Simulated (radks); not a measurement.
Coulomb parameter of the 5d shell of the tungsten ion W+ in the model configuration [Xe] 4f14 5d4 6s1, as a second difference U = [E(n + 1) + E(n - 1) - 2 E(n)] / (1)^2 with all orbitals relaxed. "Bare": the charge of the atom changes with n. "Screened": the 6s shell takes up the change at fixed total charge, which measures U(5d,5d) + U(6s,6s) - 2 U(5d,6s). Method: Dirac Kohn-Sham, PBE, spin-unpolarised, spherical densities, finite nucleus; open shells are shared between the two j in proportion to 2j + 1; Fermi nuclear charge, rms radius 5.3658 fm; computed with a radial shooting solver on a logarithmic mesh with Libxc functionals.

case	configuration	E - E(n) (eV)
start	[Xe] 4f14 5d4 6s1	0.000
bare +1	[Xe] 4f14 5d5 6s1	-7.357
bare -1	[Xe] 4f14 5d3 6s1	16.706
screened +1	[Xe] 4f14 5d5	0.802
screened -1	[Xe] 4f14 5d3 6s2	-0.050

U(bare) = 9.350 eV, U(screened by 6s) = 0.753 eV.
